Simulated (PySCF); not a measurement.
PySCF input for CH3Se, SMILES C[Se] (connectivity only; charge and spin as stated), charge -1, multiplicity 1, C-PCM-ωB97X/def2-SVPD. The structure is a stationary point at PBE0-D3(BJ)/def2-TZVPD. The multiplicity is an assumed one; other spin states were not compared. The isomer is the one that the SMILES or the coordinates give; other isomers of the formula were not compared.

```python
import numpy as np
from pyscf import gto, scf, dft
from pyscf.solvent import pcm

mol = gto.M(
    atom='''
    C    -0.00000000    0.00000000   -1.53375416
    Se    0.00000000   -0.00000000    0.44009187
    H     0.88580718    0.51142101   -1.92019956
    H    -0.88580717    0.51142101   -1.92019956
    H     0.00000000   -1.02284202   -1.92019957
    ''',
    basis='def2-SVPD',
    charge=-1,
    spin=0,
    max_memory=1600,
    verbose=3,
)
mf = dft.RKS(mol, xc='wb97x').density_fit(auxbasis='def2-universal-jkfit')
mf.grids.level = 3
mf.conv_tol = 1e-9
mf.max_cycle = 100
mf.kernel()
res = {}
for name, eps in {'water': 78.355, 'dimethylsulfoxide': 46.826, 'ethylethanoate': 5.9867}.items():
    s = mf.PCM()
    s.with_solvent.method, s.with_solvent.eps, s.with_solvent.lebedev_order = 'C-PCM', eps, 29
    s.kernel(mf.make_rdm1())
    res[name] = (s.e_tot, eps, s.dip_moment(), s.mo_energy, s.converged)
    print(f'{name}: electrostatic solvation free energy {(s.e_tot - mf.e_tot) * 627.509474:.3f} kcal/mol')
```

Program output:

```
converged SCF energy = -2441.19857245041

WARN: PCM is an experimental feature. It is still in testing.
Features and APIs may be changed in the future.

converged SCF energy = -2441.30013287586

WARN: System has nonzero charge -1; the dipole moment is origin-dependent.
Location of origin: [0. 0. 0.]

Dipole moment(X, Y, Z, Debye): -0.00000, -0.00047, -3.54037
water: electrostatic solvation free energy -63.730 kcal/mol

WARN: PCM is an experimental feature. It is still in testing.
Features and APIs may be changed in the future.

converged SCF energy = -2441.29920660896

WARN: System has nonzero charge -1; the dipole moment is origin-dependent.
Location of origin: [0. 0. 0.]

Dipole moment(X, Y, Z, Debye): -0.00000, -0.00046, -3.52366
dimethylsulfoxide: electrostatic solvation free energy -63.149 kcal/mol

WARN: PCM is an experimental feature. It is still in testing.
Features and APIs may be changed in the future.

converged SCF energy = -2441.28363366184

WARN: System has nonzero charge -1; the dipole moment is origin-dependent.
Location of origin: [0. 0. 0.]

Dipole moment(X, Y, Z, Debye): -0.00000, -0.00036, -3.25917
ethylethanoate: electrostatic solvation free energy -53.377 kcal/mol
```

The run converged.
